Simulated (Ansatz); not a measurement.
Relaxation of BClFHO (5 atoms, charge 0, multiplicity 1), to a largest force component of 0.03 eV/Å in at most 50 steps.

Theory: UKS B3LYP-D4/def2-SVP in Ansatz.

```xyz
5
Properties=species:S:1:pos:R:3:forces:R:3
B -0.852 0.566 0.450 -0.02 0.01 0.01
Cl 1.567 -1.313 -0.328 -0.20 0.36 -0.31
O -0.716 0.990 -0.675 0.04 -0.03 -0.01
H 1.032 -0.393 -1.097 0.17 -0.34 0.31
F -1.032 0.149 1.649 0.00 0.00 0.00
```

Question: Where does it end, and by what steps?

Answer: The run converged. After 6 steps the energy has fallen by 0.010 eV; Cl2 moved furthest, 0.15 Å.

```json
{"step": "0", "energy less start (eV)": "0.0000", "largest force component (eV/Å)": "0.358", "accepted": "yes"}
{"step": "1", "energy less start (eV)": "-0.0040", "largest force component (eV/Å)": "0.307", "accepted": "yes"}
{"step": "2", "energy less start (eV)": "-0.0047", "largest force component (eV/Å)": "0.363", "accepted": "yes"}
{"step": "3", "energy less start (eV)": "-0.0069", "largest force component (eV/Å)": "0.186", "accepted": "yes"}
{"step": "4", "energy less start (eV)": "-0.0068", "largest force component (eV/Å)": "0.294", "accepted": "no"}
{"step": "5", "energy less start (eV)": "-0.0103", "largest force component (eV/Å)": "0.122", "accepted": "yes"}
{"step": "6", "energy less start (eV)": "-0.0104", "largest force component (eV/Å)": "0.015", "accepted": "yes"}
```

```xyz
5
Properties=species:S:1:pos:R:3
B -0.862 0.568 0.471
Cl 1.656 -1.317 -0.453
O -0.625 0.912 -0.666
H 0.959 -0.383 -1.027
F -1.129 0.220 1.674
```

Time of the run: 11 s on 2 threads of Intel(R) Xeon(R) Platinum 8488C (Sapphire Rapids), with other jobs on the host, peak memory 0.18 GiB.
